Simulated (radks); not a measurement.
Values are calculated unless marked as measured or tabulated.
Q: Species: Pm14+. Configuration: [Kr] 4d10 5s1 (the NIST ground configuration). Level of theory: Dirac Kohn-Sham, PBE, spin-unpolarised, spherical densities, point nucleus (a radial shooting solver on a logarithmic mesh with Libxc functionals). Some entries of the table are withheld. Estimate them.

| orbital | occ. | eigenvalue (hartree) | <1/r> (bohr^-1) |
|---|---|---|---|
| 1s1/2 | 2 | -1663.576 | 67.44 |
| 2s1/2 | 2 | (1) | (2) |
| 2p1/2 | 2 | -264.9240 | 15.97 |
| 2p3/2 | 4 | -244.3395 | 14.29 |
| 3s1/2 | 2 | -69.23622 | 5.808 |
| 3p1/2 | 2 | -63.12511 | 5.721 |
| 3p3/2 | 4 | -58.98058 | 5.301 |
| 3d3/2 | 4 | -48.36646 | 5.170 |
| 3d5/2 | 6 | -47.46949 | 5.065 |
| 4s1/2 | 2 | -21.78862 | 2.475 |
| 4p1/2 | 2 | -19.42701 | 2.381 |
| 4p3/2 | 4 | -18.45794 | 2.246 |
| 4d3/2 | 4 | -14.53667 | (3) |
| 4d5/2 | 6 | -14.35313 | (4) |
| 5s1/2 | 1 | -9.63599 | 1.189 |
| 5p1/2 | 0 | -8.75403 | 1.129 |
| 5p3/2 | 0 | -8.48186 | 1.085 |
| 6s1/2 | 0 | -5.51968 | 0.7111 |

A: 
(1) 2s1/2 eigenvalue (hartree): -279.1982
(2) 2s1/2 <1/r> (bohr^-1): 15.99
(3) 4d3/2 <1/r> (bohr^-1): 2.066
(4) 4d5/2 <1/r> (bohr^-1): 2.034
